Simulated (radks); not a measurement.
Values are calculated unless marked as measured or tabulated.
Question: The gold ion Au+, configuration [Xe] 4f14 5d9 6s1 (not the ground configuration). Code: a radial shooting solver on a logarithmic mesh with Libxc functionals. Model: scalar-relativistic Kohn-Sham, SCAN, spin-polarised, spherical densities, finite nucleus; open shells are filled with parallel spins first (spin-orbit coupling, left out, can overturn this in heavy ions); meta-GGA in the generalised Kohn-Sham scheme; Fermi nuclear charge, rms radius 5.4371 fm. Some entries of the table are withheld. Estimate them.

| orbital | occ. | eigenvalue (eV) | <1/r> (bohr^-1) | <r> (bohr) |
|---|---|---|---|---|
| 1s up | 1 | -80852.26 | 95.71 | 0.01687 |
| 1s down | 1 | -80852.23 | 95.71 | 0.01687 |
| 2s up | 1 | -14304.12 | 22.47 | 0.07110 |
| 2s down | 1 | -14304.05 | 22.47 | 0.07110 |
| 2p up | 3 | -12365.98 | 19.98 | 0.06424 |
| 2p down | 3 | -12365.91 | 19.98 | 0.06424 |
| 3s up | 1 | -3397.955 | 8.335 | 0.1837 |
| 3s down | 1 | -3397.923 | 8.335 | 0.1837 |
| 3p up | 3 | -2832.526 | 7.597 | 0.1850 |
| 3p down | 3 | -2832.486 | 7.597 | 0.1850 |
| 3d up | 5 | -2226.799 | 7.141 | 0.1678 |
| 3d down | 5 | -2226.732 | 7.141 | 0.1678 |
| 4s up | 1 | -753.1541 | 3.564 | 0.4069 |
| 4s down | 1 | -753.0492 | 3.564 | 0.4069 |
| 4p up | 3 | -566.9022 | 3.222 | 0.4331 |
| 4p down | 3 | -566.8058 | 3.222 | 0.4331 |
| 4d up | 5 | -342.3228 | 2.887 | 0.4583 |
| 4d down | 5 | -342.2036 | 2.887 | 0.4583 |
| 5s up | 1 | -122.5545 | 1.455 | 0.9282 |
| 5s down | 1 | -121.9659 | 1.456 | 0.9275 |
| 4f up | 7 | -94.0492 | 2.461 | (1) |
| 4f down | 7 | -93.8736 | 2.463 | (2) |
| 5p up | 3 | -73.2862 | 1.239 | 1.069 |
| 5p down | 3 | -72.5827 | 1.240 | 1.068 |
| 5d up | 5 | -18.3570 | 0.8595 | (3) |
| 5d down | 4 | -17.3143 | 0.8683 | (4) |
| 6s up | 1 | -15.2448 | (5) | 2.550 |

Answer: 
(1) 4f up <r> (bohr): 0.4988
(2) 4f down <r> (bohr): 0.4983
(3) 5d up <r> (bohr): 1.533
(4) 5d down <r> (bohr): 1.516
(5) 6s up <1/r> (bohr^-1): 0.4933
